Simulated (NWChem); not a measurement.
System: CH3ClSe; SMILES C[Se]Cl

The following NWChem deck was run.

```
start job
memory heap 200 mb stack 900 mb global 1100 mb
geometry units angstroms noautoz
  Se    -0.462277     0.473310     0.000901
  Cl     0.181698    -1.620122    -0.000898
  C      1.299140     1.269546     0.000877
  H      1.131192     2.357783     0.004197
  H      1.849612     0.985244    -0.904915
  H      1.851487     0.980223     0.903943
end
basis spherical
  * library aug-cc-pvdz
end
dft
  xc xpbe96 cpbe96
  iterations 150
  vectors input atomic output neutral.movecs
end
task dft energy
charge 1
dft
  odft
  mult 2
  vectors input atomic output cation.movecs
end
task dft energy
charge -1
dft
  odft
  mult 2
  vectors input atomic output anion.movecs
end
task dft energy
```

Structure relaxed at the PBE0/def2-SVP level.

Ions are spin-unrestricted doublets at the neutral geometry; other ion states weren't tried.

### Question
Predict the main results of this run. (PBE/aug-cc-pVDZ, vertical spin-unrestricted ions.) Quantities: vertical ionisation energy, ΔSCF (eV); −ε(HOMO) (eV).

### Answer
| Quantity | Value |
|---|---|
| vertical ionisation energy, ΔSCF (eV) | 8.68 |
| −ε(HOMO) (eV) | 5.41 |
